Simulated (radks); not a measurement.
Problem. Method: non-relativistic Kohn-Sham, LDA (Slater exchange, VWN5 correlation), spin-polarised, spherical densities, point nucleus; open shells are filled with parallel spins first (spin-orbit coupling, left out, can overturn this in heavy ions); computed with a radial shooting solver on a logarithmic mesh with Libxc functionals. Response by self-consistent Sternheimer equations with the Hartree and adiabatic LDA kernel. For heavy and open-shell atoms this level of theory can miss by tens of per cent. Rank Mo2+, Sb+, Zn, Be+, Sr3+, Ga2+, Xe+ (NIST ground configurations) by static dipole polarisability, largest first.

Solution. Zn 38.51, Sb+ 25.85, Be+ 21.21, Xe+ 18.56, Mo2+ 9.922, Ga2+ 9.435, Sr3+ 4.587 bohr^3.
